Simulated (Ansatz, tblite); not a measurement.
Removing and adding an electron: `C1#CC=CC#CC=CC#CC=CC#CC=C1`. The state is a singlet with charge 0. Geometry: r2SCAN-D4/def2-SVP. Ansatz, gas phase; energy differences of separate SCF runs; the oxidised species was run as a doublet alone; the reduced species was run as a doublet alone.

```xyz
24

C     1.511   -1.430    1.787
C     0.360   -1.723    2.103
C    -0.928   -2.123    2.499
C    -2.080   -1.415    2.299
C    -2.175   -0.166    1.662
C    -2.325    0.927    1.120
C    -2.544    2.197    0.559
C    -2.068    2.630   -0.647
C    -1.279    1.878   -1.535
C    -0.592    1.274   -2.355
C     0.146    0.609   -3.350
C     1.298   -0.099   -3.149
C     1.943   -0.283   -1.914
C     2.557   -0.478   -0.868
C     3.326   -0.684    0.291
C     2.850   -1.116    1.498
H    -1.003   -3.077    3.036
H    -3.014   -1.842    2.686
H    -3.171    2.888    1.137
H    -2.341    3.643   -0.968
H    -0.230    0.690   -4.378
H     1.780   -0.545   -4.028
H     4.404   -0.501    0.205
H     3.575   -1.255    2.310
```

The xTB rows come from tblite.

Problem. Estimate orbital energies and vertical ionisation energies and electron affinities at: GFN1-xTB; GFN2-xTB; PBE-D4/def2-SVP; PBE0-D4/def2-SVP.

Solution. 
```tsv
level	−HOMO (eV)	vertical IE (eV)	−LUMO (eV)	vertical EA (eV)	HOMO–LUMO gap (eV)	IE − EA (eV)	remarks
GFN1-xTB	10.55	12.59	8.87	6.84	1.68	5.75	–
GFN2-xTB	9.49	11.58	7.81	5.73	1.68	5.85	–
PBE-D4/def2-SVP	4.96	6.98	3.25	1.35	1.70	5.62	HOMO above zero (-1 doublet)
PBE0-D4/def2-SVP	5.81	7.24	2.62	1.29	3.20	5.95	HOMO above zero (-1 doublet)
```

Relaxing the reduced species (r2SCAN-D4/def2-SVP) changes its energy by -0.59 eV at PBE-D4/def2-SVP, so the adiabatic electron affinity to this nearest minimum is 1.94 eV. At PBE0-D4/def2-SVP it is 1.82 eV.     A HOMO above zero means that the electron is unbound at that level or that self-interaction error raises the level; the energy of removing that electron tells which. Raw xTB energy differences between charge states are shifted by several eV; the methods need an empirical correction for them. Sets without diffuse functions give affinities that are too small.
